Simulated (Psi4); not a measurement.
CH₆Cl₃NSi₂, singlet, geometry from GFN2-xTB, atoms displaced at random by about 0.08 Å a coordinate; PBE/STO-3G, gradient run with Psi4.

The Psi4 input:
```
memory 2 GB

molecule mol {
0 1
  Si    0.657209    0.273022   -0.215704
  Cl    0.859894    1.301222    1.723571
  Cl    1.759239   -1.249385   -0.190877
  Cl    1.627535    1.648454   -1.551835
  C    -1.218581    0.020805   -0.608918
  Si   -2.192859   -1.113154    0.503650
  N    -3.773992   -1.455937   -0.052856
  H    -1.208456   -0.327407   -1.519739
  H    -1.554951    0.877587   -0.722550
  H    -1.554566   -2.514904    0.498595
  H    -2.185787   -0.697725    1.955016
  H    -4.357405   -0.578624    0.337604
  H    -3.948027   -1.954800   -0.806291
symmetry c1
no_reorient
no_com
}

set basis sto-3g
set reference rks

gradient('pbe')
print_variables()
```

It wrote (shortened):

```
gradient() will perform analytic gradient computation.

   => Loading Basis Set <=

    Name: STO-3G
    Role: ORBITAL
    Keyword: BASIS

         ---------------------------------------------------------
                                   SCF
               by Justin Turney, Rob Parrish, Andy Simmonett
                          and Daniel G. A. Smith
                              RKS Reference
         ---------------------------------------------------------

  ==> Geometry <==

    Molecular point group: c1
    Full point group: C1

    Geometry (in Angstrom), charge = 0, multiplicity = 1:

       Center              X                  Y                   Z               Mass
    ------------   -----------------  -----------------  -----------------  -----------------
         SI           0.657209000000     0.273022000000    -0.215704000000    27.976926534650
         CL           0.859894000000     1.301222000000     1.723571000000    34.968852682000
         CL           1.759239000000    -1.249385000000    -0.190877000000    34.968852682000
         CL           1.627535000000     1.648454000000    -1.551835000000    34.968852682000
         C           -1.218581000000     0.020805000000    -0.608918000000    12.000000000000
         SI          -2.192859000000    -1.113154000000     0.503650000000    27.976926534650
         N           -3.773992000000    -1.455937000000    -0.052856000000    14.003074004430
         H           -1.208456000000    -0.327407000000    -1.519739000000     1.007825032230
         H           -1.554951000000     0.877587000000    -0.722550000000     1.007825032230
         H           -1.554566000000    -2.514904000000     0.498595000000     1.007825032230
         H           -2.185787000000    -0.697725000000     1.955016000000     1.007825032230
         H           -4.357405000000    -0.578624000000     0.337604000000     1.007825032230
         H           -3.948027000000    -1.954800000000    -0.806291000000     1.007825032230

  Running in c1 symmetry.

  Rotational constants: A =      0.04432  B =      0.01818  C =      0.01757 [cm^-1]
  Rotational constants: A =   1328.80937  B =    544.87878  C =    526.59573 [MHz]
  Nuclear repulsion =  713.965494912954000

  Charge       = 0
  Multiplicity = 1
  Electrons    = 98
  Nalpha       = 49
  Nbeta        = 49

  ==> Algorithm <==

  SCF Algorithm Type is DF.
  DIIS enabled.
  MOM disabled.
  Fractional occupation disabled.
  Guess Type is SAD.
  Energy threshold   = 1.00e-08
  Density threshold  = 1.00e-08
  Integral threshold = 1.00e-12

  ==> Primary Basis <==

  Basis Set: STO-3G
    Blend: STO-3G
    Number of shells: 37
    Number of basis functions: 61
    Number of Cartesian functions: 61
    Spherical Harmonics?: true
    Max angular momentum: 1

  ==> DFT Potential <==

   => LibXC <=

    Version 7.1.2
    S. Lehtola, C. Steigemann, M. J. T. Oliveira, and M. A. L. Marques,  SoftwareX 7, 1–5 (2018) (10.1016/j.softx.2017.11.002)

   => Composite Functional: PBE <=

    PBE GGA Exchange-Correlation Functional

    J.P. Perdew et. al., Phys. Rev. Lett., 77(18), 3865-3868, 1996

    Deriv               =              1
    GGA                 =           TRUE
    Meta                =          FALSE

    Exchange Hybrid     =          FALSE
    MP2 Hybrid          =          FALSE

   => Exchange Functionals <=

    1.0000     XC_GGA_X_PBE

   => Correlation Functionals <=

    1.0000     XC_GGA_C_PBE

   => LibXC Density Thresholds  <==

    XC_GGA_C_PBE:  1.00E-12
    XC_GGA_X_PBE:  1.00E-15

   => Molecular Quadrature <=

    Radial Scheme          =       TREUTLER
    Pruning Scheme         =           NONE
    Nuclear Scheme         =       TREUTLER

    Blocking Scheme        =         OCTREE
    BS radius alpha        =              1
    Pruning alpha          =              1
    Radial Points          =             75
    Spherical Points       =            302
    Total Points           =         269225
    Total Blocks           =           2063
    Max Points             =            256
    Max Functions          =             51
    Weights Tolerance      =       1.00E-15

   => Loading Basis Set <=

    Name: (STO-3G AUX)
    Role: JKFIT
    Keyword: DF_BASIS_SCF

  ==> Integral Setup <==

  SCF_SUBTYPE=INCORE selected. In-core MEM_DF algorithm will be used.
  Using in-core AOs.

  ==> MemDFJK: Density-Fitted J/K Matrices <==

    J tasked:                   Yes
    K tasked:                    No
    wK tasked:                   No
    Algorithm:                 Core
    Schwarz Cutoff:           1E-12
    Mask sparsity (%):      15.9097
    Fitting Condition:        1E-10

   => Auxiliary Basis Set <=

  Basis Set: (STO-3G AUX)
    Blend: DEF2-UNIVERSAL-JKFIT
    Number of shells: 276
    Number of basis functions: 900
    Number of Cartesian functions: 1077
    Spherical Harmonics?: true
    Max angular momentum: 4

  Minimum eigenvalue in the overlap matrix is 1.7653226186E-01.
  Reciprocal condition number of the overlap matrix is 7.2922070911E-02.
    Using symmetric orthogonalization.

  ==> Pre-Iterations <==

  SCF Guess: Superposition of Atomic Densities via on-the-fly atomic UHF (no occupation information).

   -------------------------
    Irrep   Nso     Nmo
   -------------------------
     A         61      61
   -------------------------
    Total      61      61
   -------------------------

  ==> Iterations <==

                           Total Energy        Delta E     RMS |[F,P]|

   @DF-RKS iter SAD: -2030.14114809483726   -2.03014e+03   0.00000e+00
   @DF-RKS iter   1: -2031.86131551353537   -1.72017e+00   8.93978e-03 DIIS/ADIIS
   @DF-RKS iter   2: -2030.07809113887561    1.78322e+00   2.33560e-02 DIIS/ADIIS
   @DF-RKS iter   3: -2032.01960914875690   -1.94152e+00   5.58110e-03 DIIS/ADIIS
   @DF-RKS iter   4: -2032.11595082019585   -9.63417e-02   1.01428e-03 DIIS/ADIIS
   @DF-RKS iter   5: -2032.11892325654753   -2.97244e-03   3.86874e-04 DIIS/ADIIS
[...]
  @DF-RKS Final Energy: -2032.11942941671464
    Total Energy =                      -2032.1194294167146381
[...]
     Multipole            Electronic (a.u.)      Nuclear  (a.u.)        Total (a.u.)
 ------------------------------------------------------------------------------------

 L = 1.  Multiply by 2.5417464519 to convert [e a0] to [Debye]
 Dipole X            :         -5.6530334            4.0735579           -1.5794755
 Dipole Y            :         -4.0599248            3.5536243           -0.5063005
 Dipole Z            :          0.4406468           -1.0866265           -0.6459797
 Magnitude           :                                                    1.7799924

 ------------------------------------------------------------------------------------

         ------------------------------------------------------------
                                   SCF GRAD
                          Rob Parrish, Justin Turney,
                       Andy Simmonett, and Alex Sokolov
         ------------------------------------------------------------

  ==> Geometry <==

    Molecular point group: c1
    Full point group: C1

    Geometry (in Angstrom), charge = 0, multiplicity = 1:

       Center              X                  Y                   Z               Mass
    ------------   -----------------  -----------------  -----------------  -----------------
         SI           0.657209000000     0.273022000000    -0.215704000000    27.976926534650
         CL           0.859894000000     1.301222000000     1.723571000000    34.968852682000
         CL           1.759239000000    -1.249385000000    -0.190877000000    34.968852682000
         CL           1.627535000000     1.648454000000    -1.551835000000    34.968852682000
         C           -1.218581000000     0.020805000000    -0.608918000000    12.000000000000
         SI          -2.192859000000    -1.113154000000     0.503650000000    27.976926534650
         N           -3.773992000000    -1.455937000000    -0.052856000000    14.003074004430
         H           -1.208456000000    -0.327407000000    -1.519739000000     1.007825032230
         H           -1.554951000000     0.877587000000    -0.722550000000     1.007825032230
         H           -1.554566000000    -2.514904000000     0.498595000000     1.007825032230
         H           -2.185787000000    -0.697725000000     1.955016000000     1.007825032230
         H           -4.357405000000    -0.578624000000     0.337604000000     1.007825032230
         H           -3.948027000000    -1.954800000000    -0.806291000000     1.007825032230

  Nuclear repulsion =  713.965494912954000

  ==> Basis Set <==

  Basis Set: STO-3G
    Blend: STO-3G
    Number of shells: 37
    Number of basis functions: 61
    Number of Cartesian functions: 61
    Spherical Harmonics?: true
    Max angular momentum: 1

  ==> DFJKGrad: Density-Fitted SCF Gradients <==

    Gradient:                    1
    J tasked:                  Yes
    K tasked:                   No
    wK tasked:                  No
    Integrals threads:           1
    Schwarz Cutoff:          1E-12
    Fitting Condition:       1E-10

   => Auxiliary Basis Set <=

  Basis Set: (STO-3G AUX)
    Blend: DEF2-UNIVERSAL-JKFIT
    Number of shells: 276
    Number of basis functions: 900
    Number of Cartesian functions: 1077
    Spherical Harmonics?: true
    Max angular momentum: 4

  ==> DFT Potential <==

   => LibXC <=

    Version 7.1.2
    S. Lehtola, C. Steigemann, M. J. T. Oliveira, and M. A. L. Marques,  SoftwareX 7, 1–5 (2018) (10.1016/j.softx.2017.11.002)

   => Composite Functional: PBE <=

    PBE GGA Exchange-Correlation Functional

    J.P. Perdew et. al., Phys. Rev. Lett., 77(18), 3865-3868, 1996

    Deriv               =              1
    GGA                 =           TRUE
    Meta                =          FALSE

    Exchange Hybrid     =          FALSE
    MP2 Hybrid          =          FALSE

   => Exchange Functionals <=

    1.0000     XC_GGA_X_PBE

   => Correlation Functionals <=

    1.0000     XC_GGA_C_PBE

   => LibXC Density Thresholds  <==

    XC_GGA_C_PBE:  1.00E-12
    XC_GGA_X_PBE:  1.00E-15

   => Molecular Quadrature <=

    Radial Scheme          =       TREUTLER
    Pruning Scheme         =           NONE
    Nuclear Scheme         =       TREUTLER

    Blocking Scheme        =         OCTREE
    BS radius alpha        =              1
    Pruning alpha          =              1
    Radial Points          =             75
    Spherical Points       =            302
    Total Points           =         269225
    Total Blocks           =           2063
    Max Points             =            256
    Max Functions          =             51
    Weights Tolerance      =       1.00E-15

  -Total Gradient:
     Atom            X                  Y                   Z
    ------   -----------------  -----------------  -----------------
       1        0.085431507999    -0.136773526448    -0.017992227770
       2        0.005491744417     0.013263429908     0.020256471601
       3       -0.077632703744     0.121048844327    -0.002535199712
       4        0.008863711239     0.003665276730    -0.000908724120
       5       -0.112872540160     0.131326422339    -0.128118797574
       6       -0.027180826483     0.065757005411    -0.032292494575
       7       -0.015168941153    -0.152654556496    -0.182357800418
       8       -0.000650875926     0.061101591511     0.125681638659
       9        0.082855667796    -0.201949713216     0.009993042641
      10        0.002352603371    -0.033881108643     0.003434192725
      11        0.003811668581    -0.003083778912     0.025312983827
      12       -0.002507703823     0.059614730039     0.046519825671
      13        0.047006157585     0.072501635296     0.133010795667

  Variable Map:
  ----------------------------------------------------------------------------
[...]
  Array Variable Map:
  ----------------------------------------------------------------------------
[...]
[...]
```
